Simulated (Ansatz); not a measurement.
`C=[C](F)[AlH][OH]`. The species carries charge 0 and has multiplicity 1.

| atom | x (Å) | y (Å) | z (Å) |
| --- | --- | --- | --- |
| C1 | 1.441 | -0.494 | -0.699 |
| C2 | 0.472 | 0.409 | -0.779 |
| F3 | 0.554 | 1.353 | -1.757 |
| Al4 | -1.078 | 0.488 | 0.408 |
| O5 | -1.077 | -0.730 | 1.585 |
| H6 | 1.390 | -1.251 | 0.074 |
| H7 | 2.286 | -0.500 | -1.381 |
| H8 | -2.229 | 1.565 | 0.305 |
| H9 | -1.758 | -0.839 | 2.245 |

Question: What are the harmonic wavenumbers in cm⁻¹ at PBE0-D4/def2-TZVP (Ansatz, finite differences of forces, unscaled)? (An estimate is asked.)

Answer: Ansatz gave: 69, 117, 264, 282, 369, 375, 515, 574, 612, 688, 777, 870, 927, 950, 1202, 1388, 1672, 1954, 3154, 3256, 3968.

Question: Is this a minimum?

Answer: Yes, all 21 modes are real.

Question: Give the ideal-gas thermochemistry at 298.15 K and 1 bar (rigid rotor, harmonic oscillator; point group Cs, symmetry number 1).

Answer: Zero-point energy 143.5 kJ/mol; H(298) − E = 163.9 kJ/mol; entropy 339.8 J/(mol·K), of which translation 165.0, rotation 111.2, vibration 63.5; G(298) − E = 62.6 kJ/mol. Modes under 100 cm⁻¹ are hindered rotations or soft bends, so the harmonic entropy is rough.

Question: And at 400, 500, 600, 800 and 1000 K?

Answer: 
```csv
T (K),H − E (kJ/mol),S (J/mol/K),G − E (kJ/mol)
400,175.5,373.1,26.3
500,188.4,401.9,-12.5
600,202.5,427.5,-54.0
800,233.1,471.4,-144.1
1000,266.1,508.2,-242.1
```
